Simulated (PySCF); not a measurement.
Level of theory: B3LYP-D3(BJ)/def2-TZVP run with PySCF 2.14.0. Isolated molecules, 0 K electronic values unless said otherwise. B3LYP has the VWN-RPA correlation part, as in Gaussian. 

Reference species (SMILES): `C#CN=C` (neutral, multiplicity 1).

- dipole moment = 1.78 D
- LUMO = -1.96 eV
- HOMO = -6.96 eV

After one change: the dipole moment rises by 1.74 D; the LUMO rises by 0.82 eV; the HOMO goes up by 0.19 eV.

### Question
What was changed between the two runs? The new species is one of these.
(A) `C=C=C=N`
(B) `[H]/N=C\C#C`
(C) `C=CC#N`
(D) `N=c1cc1`

### Answer
D, `N=c1cc1`
